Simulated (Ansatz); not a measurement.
Cost and result for the atomization energy of `C=[CH][Ge]([Cl])([Cl])[Cl]` (9 atoms, 8 bonds).

Cartesian coordinates in Å:
```
C 1.014 -1.088 0.691
C -0.083 -0.349 0.760
Ge -0.627 0.804 -0.673
Cl -2.557 0.274 -1.413
Cl 0.755 0.699 -2.296
Cl -0.746 2.838 -0.037
H 1.309 -1.736 1.511
H 1.661 -1.078 -0.180
H -0.725 -0.365 1.637
```

Total charge 0; spin multiplicity 1. Correlated methods include outer-core shells of Ge, which these sets cover unevenly. Scalar relativity is left out up to krypton. All single points use the PBE0-D4/def2-TZVP geometry. It is one conformer, not always the lowest. Program: Ansatz. All runs use 4 threads of an Arm Neoverse V1 on a shared host. Times are those of one run each, without the atoms' runs, and a repeat can differ threefold. Electronic energies, without spin–orbit coupling; frozen cores. CCSD(T)/CBS adds CCSD(T) − MP2 in def2-TZVPP to the MP2 limit, and its time is that of the two runs behind it. T1 = 0.010. With those shells the extrapolation isn't a true limit. B3LYP takes the VWN-RPA correlation (the form of Gaussian; ORCA's B3LYP/G). HSE06 is the plane-wave form, built on full-range PBE exchange.

CCSD(T)/CBS is a level of theory with its own doubt, some kJ/mol a heavy atom from the limit and from the frozen cores, so smaller differences don't rank the functionals.

| level | functions | wall time | atomization (kJ/mol) | difference from CCSD(T)/CBS | per bond |
| --- | --- | --- | --- | --- | --- |
| BLYP-D4/def2-TZVPP | 278 | 6.5 s | 3211.1 | -44.7 | -5.6 |
| PBE0-D4/def2-TZVPP | 278 | 8.5 s | 3280.5 | 24.7 | 3.1 |
| B2PLYP/def2-TZVPP | 278 | 12 s | 3198.8 | -57.0 | -7.1 |
| BHLYP-D4/def2-TZVPP | 278 | 13 s | 3138.3 | -117.5 | -14.7 |
| B3LYP-D4/def2-TZVPP (with forces) | 278 | 13 s | 3219.4 | -36.4 | -4.5 |
| HSE06-D4/def2-TZVPP | 278 | 14 s | 3282.8 | 27.0 | 3.4 |
| r2SCANh-D4/def2-TZVPP | 278 | 15 s | 3258.2 | 2.4 | 0.3 |
| CCSD(T)/def2-SVP | 129 | 18 s | 3051.9 | -203.9 | -25.5 |
| B97M-V/def2-TZVPP | 278 | 21 s | 3295.7 | 39.9 | 5.0 |
| ωB97X-V/def2-TZVPP | 278 | 22 s | 3264.7 | 8.9 | 1.1 |
| MP2/def2-QZVPP | 503 | 54 s | 3317.7 | 61.9 | 7.7 |
| CCSD(T)/def2-TZVPP | 278 | 9.9 min | 3175.3 | -80.5 | -10.1 |
| CCSD(T)/CBS(def2) | – | 11 min | 3255.8 | 0.0 | 0.0 |

In def2-TZVPP, CCSD(T) changes the Hartree–Fock value by +790.9 kJ/mol (the triples alone add +67.9 kJ/mol) and MP2 by +887.3 kJ/mol; breaking electron pairs costs correlation energy, which Hartree–Fock lacks. At CCSD(T), def2-SVP lies −203.9 kJ/mol from the extrapolated value and def2-TZVPP −80.4 kJ/mol: correlation converges slowly with the basis, and small sets miss more of it in the bonded molecule than in its fragments. From r2SCAN to r2SCAN0 (25 % exact exchange), in def2-TZVPP and without D4, the atomization energy moves by −55.8 kJ/mol: exact exchange takes away binding that semilocal exchange gives to molecules.

For some Ge, Se and Sn compounds the MP2-based and the directly extrapolated limit differ by 10 to 25 kJ/mol.
